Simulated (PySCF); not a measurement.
**Structure elucidation problem**

The spectra below were simulated for a compound C$_{3}$H$_{12}$BP.

¹H NMR (400 MHz, computed): δ 1.13 (m, 9H), 0.71 (br, 3H).

¹³C{¹H} NMR (computed): δ 15.1 (CH3, 3C).

[PySCF 2.14.0 with density-fitted response routines: PBE0-D3(BJ)/def2-TZVP structure; B97-2/pcSseg-2 with gauge-including orbitals; in vacuum; no relativistic terms; single conformer; fast rotation and ring inversion assumed for equivalent nuclei]

References, each an isolated molecule treated in the same way: TMS for ¹H and ¹³C.

Q: What is the structure?

A: 
1 carbon signal for 3 carbons: some carbons are equivalent by symmetry or fast rotation. Carbon types of the structure: 3 × CH3, leaving 3 H on heteroatoms. δC 15.1: methyl carbon bonded to P. δH 1.13: hydrogen on a methyl carbon bonded to P. δH 0.71: hydrogen on a boron bonded to P.

The compound is SMILES [BH3-][P+](C)(C)C.

The shifts were computed for this structure.

Hydrogens on boron are broadened and split by ¹¹B (spin 3/2, 80 %) and 10B (spin 3). Splittings by ³¹P in the carbon and heteronuclear signals aren't shown, as no couplings were computed. Shifts are as computed. Against solution values, carbons near 30 ppm lie about +3 ppm off and those near 130 ppm about +7 ppm. Of 1309 compounds with measured shifts, 239 miss one by over three times the rms of a fit or turn the order of signals round; such compounds aren't used in these exercises. Multiplicities follow the n + 1 count of equivalent neighbours, as no J values were calculated; m marks all less simple cases, F and P coupling included.
